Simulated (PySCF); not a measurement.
**Stretching AlIn⁺**

Set-up: basis Al x2c-SVPall, In x2c-SVPall; spin-free X2C with a Gaussian nucleus; PySCF 2.14. Energies in eV from Al + In⁺ in their ground configurations at the same level. State: ²Σ⁺ (doublet), unpaired electrons σ ↑.

All columns are PBE0. A positive dipole points towards In; it is taken about the centre of mass and depends on that origin.

```csv
R (Å),E (eV),μ (D),Mulliken charge on Al (basis-dependent),HOMO (eV),LUMO (eV),Mayer bond order,⟨S²⟩
2.961,-1.097,-3.95,0.52,-9.55,-7.59,0.65,0.76
3.099,-1.191,-4.06,0.51,-9.47,-7.41,0.63,0.76
3.236,-1.240,-4.16,0.50,-9.39,-7.26,0.61,0.76
3.340,-1.256,-4.24,0.49,-9.32,-7.16,0.59,0.76
3.443,-1.260,-4.32,0.48,-9.25,-7.06,0.58,0.76
3.546,-1.255,-4.40,0.47,-9.17,-6.98,0.57,0.76
3.684,-1.238,-4.51,0.46,-9.07,-6.87,0.56,0.76
3.856,-1.205,-4.65,0.45,-8.94,-6.75,0.54,0.76
4.063,-1.154,-4.82,0.44,-8.79,-6.62,0.53,0.76
4.338,-1.076,-5.06,0.43,-8.58,-6.48,0.51,0.76
```

A fit through these points gives, at Re = 3.432 Å, μ = -4.31 D and dμ/dR = -0.762 D/Å; the reduced mass is 21.85 u.

How strong is the fundamental in the double-harmonic approximation, I = 42.26·(dμ/dR)²/μred km/mol?

I = 42.26·(-0.762)²/21.85 = 1.12 km/mol at PBE0.

Spin–orbit coupling is left out, which matters for elements this heavy, above all for dissociation energies. For an ion De counts to the pair picked by the measured ionisation energies or electron affinities, which need not be the lowest pair at this level. The state is the lowest determinant that a PBE0 search found; another state may lie lower at other levels.
